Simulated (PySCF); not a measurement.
How many f electrons in TbC?

Unrestricted PBE0; basis Tb x2c-TZVPall, C x2c-TZVPall; spin-free X2C with a Gaussian nucleus; PySCF 2.14. The search starts from ions with several 4f fillings and holds each by maximum overlap.

The lowest solution has 2Ms+1 = 10, about 8.1 4f electrons, near 2.01 Å.

The lowest solution of each spin and filling, followed along the bond (rough minima from three points):

| 2Ms+1 | 4f population | ⟨S²⟩ at the start | R at minimum (Å) | Te (eV) |
| --- | --- | --- | --- | --- |
| 10 | 8.07 | 24.76 | 2.01 | 0.00 |
| 6 | 8.12 | 10.71 | 2.02 | 0.17 |
| 8 | 8.12 | 16.67 | 2.01 | 0.39 |

Solutions at the starting distance of 2.047 Å, counted from the lowest; the search is not exhaustive:

```csv
2Ms+1,4f population,E (eV),⟨S²⟩,⟨Lz²⟩,μ (D)
10,8.07,0.00,24.76,5.1,-4.95
6,8.12,0.16,10.71,5.0,-4.43
10,8.14,0.33,24.76,4.0,-5.09
10,8.16,0.36,24.76,8.5,-5.00
8,8.12,0.38,16.67,8.3,-4.18
6,8.13,0.46,10.78,4.0,-4.57
8,8.13,0.75,16.75,10.3,-4.84
6,8.10,0.78,9.86,4.0,-7.80
8,8.14,0.80,15.77,5.0,-5.22
10,7.99,0.81,24.80,0.0,-3.65
6,8.15,0.88,9.81,8.9,-5.10
8,8.20,1.51,16.76,6.9,-1.10
```

Partly filled real f orbitals mix terms, so no term symbols are given. A positive dipole means Tb(−)C(+).

Spin–orbit coupling is left out. With d or f electrons several states lie close, and the lowest PBE0 determinant need not be the measured ground state.
